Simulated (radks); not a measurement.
Values are calculated unless marked as measured or tabulated.
Question: These are the eigenvalues of the occupied orbitals of an atom or ion with whole-number occupations (hartree). Level of theory: scalar-relativistic Kohn-Sham, r2SCAN, spin-polarised, spherical densities, finite nucleus; meta-GGA in the generalised Kohn-Sham scheme; Fermi nuclear charge, rms radius of each element as measured or else 0.836 A^(1/3) + 0.57 fm (a radial shooting solver on a logarithmic mesh with Libxc functionals).

1s down: -198.0020
1s up: -198.0003
2s up: -22.50323
2s down: -22.45008
2p up: -18.74850
2p down: -18.70795
3s up: -2.81861
3s down: -2.65985
3p up: -1.82352
3p down: -1.66291
3d up: -0.36138

Which element is it, and in what charge state? The configuration may be excited. Open shells, if any, are filled with parallel spins first.

Answer: Z = 23, vanadium, charge +1: V+ in [Ar] 3d4. The list shows which subshells hold electrons but not how many an open one holds; the 1s level, -198 hartree, gives Z - s = 19.9 by -(Z - s)^2/2, which with screening and relativity narrows Z to a few neighbours, and the depths of the outer levels then fix element, charge and occupations together.
